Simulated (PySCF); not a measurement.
WSCl3, SMILES [W+]([Cl])([Cl])([Cl])=[S], charge +1, multiplicity 1. Coordinates come from a B3LYP-D3(BJ)/def2-SVP optimisation. The multiplicity is an assumed one; other spin states were not compared. The isomer is the one that the SMILES or the coordinates give; other isomers of the formula were not compared. The def2 effective core potentials stand for the cores of W; spin–orbit coupling is left out.

Method: B3LYP-D3(BJ)/def2-SVP run with PySCF.

Harmonic wavenumbers (cm⁻¹): 117, 117, 139, 170, 170, 436, 455, 455, 589. Rotational constants (GHz): 1.194, 1.194, 1.057; symmetry number 3.

**Question.** Work out the zero-point energy and the ideal-gas rigid-rotor harmonic-oscillator thermochemistry at 298.15 K and 1 atm.

**Answer.** ZPE = ½ Σ hcν = ½ × 2648 cm⁻¹ = 15.84 kJ/mol. H − E(el) = 36.90 kJ/mol. Entropy in J/(mol K): translation 180.77, rotation 115.32, vibration 70.49, total 366.59. G − E(el) = -72.39 kJ/mol. Cp = 94.73 J/(mol K). Modes under 150 cm⁻¹ make the vibrational entropy uncertain.
